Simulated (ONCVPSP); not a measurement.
## Configuration tests for samarium (Sm) (ONCV)

samarium, optimised norm-conserving Vanderbilt (ONCV), made with ONCVPSP 4.0.1 (LDA (Perdew-Zunger), scalar-relativistic). Core [Kr] 4d10 4f5, reference 5s2 5p6 5d1 6s2. Waves: 5s+6s: rc 2.45 bohr, ncon 5, nbas 10, qcut 5 1/bohr, 2 projectors; 5p: rc 2.55 bohr, ncon 4, nbas 9, qcut 6.2 1/bohr, 2 projectors, debl 2.1 Ha; 5d: rc 2.50 bohr, ncon 3, nbas 7, qcut 3.8 1/bohr, 2 projectors, debl 2.4 Ha. Local part: polynomial inside 2.45 bohr (lpopt 5, dvloc0 4 Ha). Core correction: Teter function, fcfact 2.25, rcfact 1.3.

Energies are relative to the spin-unpolarised reference configuration 5s2 5p6 5d1 6s2; without spin polarisation the order of configurations can differ from experiment.

```tsv
valence configuration	charge	ΔE all-electron (eV)	error AE − PS (meV)
5s2 5p6 5d1 6s1	+1	6.662	-1.2
5s2 5p6 5d0 6s0	+3	38.603	-37
5s2 5p6 5d2 6s1	0	1.460	-4.8
```

Task: What are ΔE and the potential's error for 5s2 5p6 5d1 6s0?

Result: ΔE = 18.705 eV all-electron; the error (AE − PS) is -0.4 meV.
